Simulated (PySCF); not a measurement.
**Substituent chemical shifts**

Parent skeleton `[F:1][CH:2]1[CH2:3][SiH2:4][SiH:5]([F:6])[CH2:7]1`; one hydrogen on atom 5 is replaced by X. Hydrogens on one atom are averaged.

[PySCF 2.14.0 with density-fitted response routines: geometry from GFN2-xTB; σ from GIAO-PBE0/pcSseg-1; gas phase; one computed conformer; relativity neglected]

Scale: 19F (170.95 ppm) vs CFCl3; 13C (186.93 ppm), 29Si (349.16 ppm), 1H (31.72 ppm) vs TMS (reference shieldings calculated alike).

Parent (X = H): F1 -187.1, C2 95.8, C3 23.5, Si4 -80.8, Si5 40.2, F6 -228.9, C7 31.9, H(C2) 5.80, H(C3) 1.30 ppm. Effects are Δδ = δ(X) − δ(H), positive for deshielding.

Known members:
```csv
X,F1,C2,C3,Si4,Si5,F6,C7,H(C2),H(C3)
SH,+1.0,-1.0,-0.6,+0.2,+27.7,+61.1,+2.5,-0.07,+0.09
PH2,+0.9,-0.2,+0.0,+5.2,+29.9,+22.9,+3.7,-0.04,-0.01
```

Four more derivatives gave (Δδ, ppm):
```csv
compound,F1,C2,C3,Si4,Si5,F6,C7,H(C2),H(C3)
1,+1.7,-1.7,-0.8,-15.9,-20.5,+80.0,-0.4,-0.15,+0.12
2,+2.9,-0.9,-0.7,-19.4,-8.1,+43.0,+0.6,-0.13,+0.19
3,+2.0,-0.1,+0.7,-1.8,+15.5,+31.1,-1.2,+0.03,+0.23
4,+12.7,-1.5,-1.2,-4.6,-3.9,+49.5,+1.2,-0.78,+0.33
```

Q: Their substituents are CH2CN, NHSiH3, NMe2, OSiH3. Which is which?

A: 1: X = OSiH3 (F[C@@H]1C[SiH2][Si@@](F)(O[SiH3])C1); 2: X = NMe2 (CN(C)[Si@@]1(F)C[C@@H](F)C[SiH2]1); 3: X = CH2CN (N#CC[Si@@]1(F)C[C@H](F)C[SiH2]1); 4: X = NHSiH3 (F[C@@H]1C[SiH2][Si@@](F)(N[SiH3])C1).

Unscaled 19F shifts against computed CFCl3 carry errors that often reach 10 to 50 ppm.
